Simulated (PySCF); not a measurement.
Compound: C₅H₅NO.
Geometry (GFN2-xTB, Å), atoms numbered from 1 in this order:
```
atom  x, y, z in Å
O1     2.577    1.150    0.331
C2     1.971    0.138    0.119
N3     0.607    0.043    0.035
C4    -0.114   -1.108   -0.209
C5    -1.433   -0.796   -0.216
C6    -1.541    0.604    0.032
C7    -0.284    1.088    0.181
H8     2.459   -0.842   -0.035
H9     0.384   -2.046   -0.354
H10   -2.250   -1.471   -0.379
H11   -2.454    1.163    0.090
H12    0.079    2.076    0.377
```

Method used: PBE0/def2-SVPD in PySCF (dipole) on a GFN2-xTB geometry, gas phase.

Masses are those of the commonest isotopes; rigid-rotor values at the optimised geometry. The values belong to one conformer with, in the numbering `[O:1]=[CH:2][n:3]1[cH:4][cH:5][cH:6][cH:7]1`, O1–C2–N3–C4 180°.

**Question.** Give the principal moments of inertia and the rotational constants in cm⁻¹.

**Answer.** Ia = 61.74, Ib = 233.52, Ic = 295.26 u·Å²; 505379 MHz·u·Å²/I gives 8185, 2164 and 1712 MHz, that is A = 0.27304, B = 0.07219, C = 0.05709 cm⁻¹.

**Question.** Classify the top.

**Answer.** An asymmetric top. Ray's parameter κ = (2B − A − C)/(A − C) = -0.860; −1 is the prolate and +1 the oblate limit.

**Question.** Is it planar, by Δ = Ic − Ia − Ib?

**Answer.** Planar: Δ = Ic − Ia − Ib = 0.00 u·Å². For a rigid frame Δ = −2 Σ m c², so it vanishes when all atoms lie in the ab plane; here none is more than 0.01 Å from it.

**Question.** Where do the levels up to J = 5 lie, in K?

**Answer.** Above 0(0,0), as E/k:
J = 1: 1(0,1) 0.186, 1(1,1) 0.475, 1(1,0) 0.497
J = 2: 2(0,2) 0.557, 2(1,2) 0.825, 2(1,1) 0.890, 2(2,1) 1.757, 2(2,0) 1.759
J = 3: 3(0,3) 1.110, 3(1,3) 1.350, 3(1,2) 1.480, 3(2,2) 2.315, 3(2,1) 2.321, 3(3,1) 3.815, 3(3,0) 3.815
J = 4: 4(0,4) 1.843, 4(1,4) 2.048, 4(1,3) 2.265, 4(2,3) 3.059, 4(2,2) 3.076, 4(3,2) 4.562, 4(3,1) 4.562, 4(4,1) 6.658, 4(4,0) 6.658
J = 5: 5(0,5) 2.750, 5(1,5) 2.919, 5(1,4) 3.244, 5(2,4) 3.986, 5(2,3) 4.026, 5(3,3) 5.495, 5(3,2) 5.496, 5(4,2) 7.591, 5(4,1) 7.591, 5(5,1) 10.287, 5(5,0) 10.287

**Question.** Predict some low-J microwave lines.

**Answer.** The dipole components are |μa| = 2.09 D, |μb| = 1.57 D, |μc| = 0.00 D; the mirror of this Cs structure is the ab plane, so μc vanishes by symmetry and there are no c-type lines. The squared components, which scale the intensities, stand as 1.00 : 0.56 (a : b). Some lines, for components of 0.1 D or more:

| type | branch | J(Ka,Kc) | MHz | lower level (cm⁻¹) |
| --- | --- | --- | --- | --- |
| a | Q | 1(1,0) ← 1(1,1) | 453 | 0.330 |
| a | Q | 2(1,1) ← 2(1,2) | 1358 | 0.574 |
| a | Q | 3(1,2) ← 3(1,3) | 2714 | 0.938 |
| a | R | 1(0,1) ← 0(0,0) | 3876 | 0.000 |
| b | Q | 1(1,0) ← 1(0,1) | 6474 | 0.129 |
| a | R | 2(1,1) ← 1(1,0) | 8204 | 0.345 |
| b | R | 1(1,1) ← 0(0,0) | 9897 | 0.000 |
| a | R | 3(0,3) ← 2(0,2) | 11530 | 0.387 |
| a | R | 3(2,2) ← 2(2,1) | 11627 | 1.221 |
| a | R | 3(2,1) ← 2(2,0) | 11725 | 1.222 |
| b | R | 2(1,2) ← 1(0,1) | 13320 | 0.129 |
| b | Q | 2(2,0) ← 2(1,1) | 18089 | 0.619 |
| b | Q | 2(2,1) ← 2(1,2) | 19422 | 0.574 |
| b | R | 2(2,1) ← 1(1,0) | 26268 | 0.345 |
| b | R | 2(2,0) ← 1(1,1) | 26745 | 0.330 |
| b | R | 3(2,2) ← 2(1,1) | 29691 | 0.619 |
| b | R | 3(3,1) ← 2(2,0) | 42856 | 1.222 |

**Question.** Estimate the classical rotational partition function at 10 K, 50 K and 500 K.

**Answer.** Point group Cs, symmetry number σ = 1; q = (√π/σ)·√((kT/h)³/(ABC)), k/h = 20836.6 MHz/K: 968 at 10 K, 10800 at 50 K, 342000 at 500 K.

Whether it is a minimum is left open (no frequencies). These are rigid-rotor constants of the computed structure; measured ground-state constants (B0) also hold zero-point vibration. Quadrupole hyperfine structure (14N) is left out.
